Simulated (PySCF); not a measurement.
**Vertical excitation energies**

C5H9N3.
Cartesian coordinates in Å at the GFN2-xTB level; atoms count from 1:
```
atom  x, y, z in Å
C1    -1.3332   -0.8712    1.0608
C2    -0.7798    0.2774    0.2208
C3    -1.4945    0.3790   -1.1249
N4     0.6307    0.0608   -0.0081
C5     1.6748    0.8455    0.3350
C6     2.7767    0.1625   -0.1259
N7     2.3465   -0.9707   -0.7099
N8     1.0713   -1.0224   -0.6351
H9    -0.8215   -0.9246    2.0193
H10   -1.1834   -1.8097    0.5337
H11   -2.3950   -0.7259    1.2390
H12   -0.8755    1.2221    0.7692
H13   -1.0990    1.2084   -1.7075
H14   -2.5588    0.5344   -0.9723
H15   -1.3438   -0.5410   -1.6835
H16    1.5619    1.7757    0.8508
H17    3.8156    0.4120   -0.0714
```

Computed with TDDFT PBE0/def2-SVPD, vertical, gas phase, core orbitals frozen in the response (PySCF 2.14.0, density-fitted response routines).

```json
{"state": "S1", "E (eV)": "5.69", "λ (nm)": "217.8", "ν̃ (cm⁻¹)": "45920", "f": "0.0063", "|μ| (D)": "0.54", "main configurations (H = HOMO, L = LUMO)": "H→L (98%)"}
{"state": "S2", "E (eV)": "6.70", "λ (nm)": "185.0", "ν̃ (cm⁻¹)": "54060", "f": "0.072", "|μ| (D)": "1.69", "main configurations (H = HOMO, L = LUMO)": "H-1→L (84%)"}
{"state": "S3", "E (eV)": "6.94", "λ (nm)": "178.5", "ν̃ (cm⁻¹)": "56010", "f": "0.0007", "|μ| (D)": "0.16", "main configurations (H = HOMO, L = LUMO)": "H→L+2 (74%), H-1→L+1 (14%), H→L+5 (8%)"}
{"state": "S4", "E (eV)": "6.97", "λ (nm)": "177.8", "ν̃ (cm⁻¹)": "56230", "f": "0.010", "|μ| (D)": "0.62", "main configurations (H = HOMO, L = LUMO)": "H-1→L+1 (81%), H→L+2 (13%)"}
{"state": "S5", "E (eV)": "7.03", "λ (nm)": "176.4", "ν̃ (cm⁻¹)": "56690", "f": "0.0071", "|μ| (D)": "0.51", "main configurations (H = HOMO, L = LUMO)": "H→L+1 (95%)"}
{"state": "S6", "E (eV)": "7.35", "λ (nm)": "168.6", "ν̃ (cm⁻¹)": "59300", "f": "0.043", "|μ| (D)": "1.25", "main configurations (H = HOMO, L = LUMO)": "H-2→L (62%), H-1→L+2 (29%)"}
{"state": "S7", "E (eV)": "7.50", "λ (nm)": "165.2", "ν̃ (cm⁻¹)": "60520", "f": "0.0022", "|μ| (D)": "0.28", "main configurations (H = HOMO, L = LUMO)": "H-3→L (96%)"}
{"state": "S8", "E (eV)": "7.75", "λ (nm)": "160.0", "ν̃ (cm⁻¹)": "62510", "f": "0.017", "|μ| (D)": "0.77", "main configurations (H = HOMO, L = LUMO)": "H-2→L+1 (81%), H-1→L+3 (12%)"}
```

Triplets, Tamm–Dancoff:

```json
{"state": "T1", "E (eV)": "4.75", "λ (nm)": "260.8", "main configurations (H = HOMO, L = LUMO)": "H→L (83%), H→L+2 (13%)"}
{"state": "T2", "E (eV)": "4.77", "λ (nm)": "259.7", "main configurations (H = HOMO, L = LUMO)": "H-1→L (90%)"}
{"state": "T3", "E (eV)": "5.60", "λ (nm)": "221.5", "main configurations (H = HOMO, L = LUMO)": "H-2→L (83%)"}
```

The lowest singlet lies at 5.69 eV (218 nm, ultraviolet) and is weak; its leading configuration is HOMO→LUMO (98%). The most intense listed level is S2 at 6.70 eV (185 nm, f = 0.072), 1.01 eV above S1. Löwdin shares by element: HOMO nitrogen 83%, carbon 10% or more; LUMO nitrogen 62%, carbon 19% or more (atoms not listed hold the other 19%). Weighted by f, the mean energy of these states is 7.00 eV. Of the 8 states listed, 4 reach f = 0.01 and none stays under 0.0005. The listed states span 2.06 eV, and the widest gap between neighbours is 1.01 eV (S1 to S2). Singlets were solved by full linear response, triplets in the Tamm–Dancoff approximation.

One conformer stands for the species.
